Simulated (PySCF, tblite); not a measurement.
# Mg2+ and 3 × water

A gas-phase complex of Mg2+ and 3 × water; charge +2, singlet. The structure comes from a short search (6 tight-binding starts) and was relaxed by PBE0-D3(BJ)/def2-SVPD; another way of binding may lie lower. No frequency run checks that it is a minimum.

| part | name | SMILES | atoms | charge | multiplicity |
| --- | --- | --- | --- | --- | --- |
| 1 | Mg2+ | [Mg+2] | 1 | +2 | 1 |
| 2 | water | O | 2–4 | 0 | 1 |
| 3 | water | O | 5–7 | 0 | 1 |
| 4 | water | O | 8–10 | 0 | 1 |

Coordinates in Å:
```
Mg1    -0.019   -1.294   -0.336
O2      1.796   -0.529   -0.199
H3      2.246    0.043   -0.843
H4      2.421   -0.641    0.537
O5     -1.133   -1.494    1.281
H6     -1.261   -0.841    1.990
H7     -1.679   -2.260    1.524
O8     -0.694   -1.884   -2.092
H9     -0.173   -2.238   -2.833
H10    -1.615   -1.866   -2.402
```

```
 contact  kind (by geometry)  distance (Å)  angle (°)
Mg1···O8         ion contact         1.972          -
Mg1···O5         ion contact         1.974          -
Mg1···O2         ion contact         1.974          -
```

Interaction energies are complex less parts, with the parts frozen as they stand in it; counterpoise-corrected, in kcal/mol (PySCF).

How strongly do the parts interact, level by level?


```tsv
level	interaction	superposition error removed
wB97M-D3(BJ)/def2-TZVPD	-213.44	-0.23
PBE0-D3(BJ)/def2-TZVPD	-214.99	-0.26
```

What holds them together? Decompose the wB97M-D3(BJ)/def2-TZVPD energy: frozen parts, their antisymmetrised product, then relaxation.

electrostatic -173.4, Pauli repulsion +56.9, orbital relaxation -94.4, dispersion correction -2.7 kcal/mol, which sum to the value before the counterpoise correction; the Pauli term holds the exchange-correlation of the frozen density too. Of the attraction, 64 % is electrostatic, 35 % is orbital relaxation, 1 % is dispersion correction.

The parts were also relaxed and run alone, at the levels used for the complex: shieldings by PBE0/pcSseg-2; core levels by delta-SCF with SCAN, pcX-2 on the ionised atom and pcseg-1 elsewhere, spin-free X2C.

What does binding change?


| property | alone | in the complex | change |
| --- | --- | --- | --- |
| shielding of Mg1 (ppm) | 695.0 | 575.1 | -119.9 |
| shielding of O8 (ppm) | 328.9 | 328.6 | -0.3 |
| shielding of O5 (ppm) | 328.9 | 328.8 | -0.1 |
| Mg1 1s core level (eV) | 1334.62 | 1324.30 | -10.31 |
| O5 1s core level (eV) | 539.76 | 551.30 | +11.54 |
| O8 1s core level (eV) | 539.76 | 551.29 | +11.53 |

Multiply charged ions in the gas phase bind far more strongly than in solution.
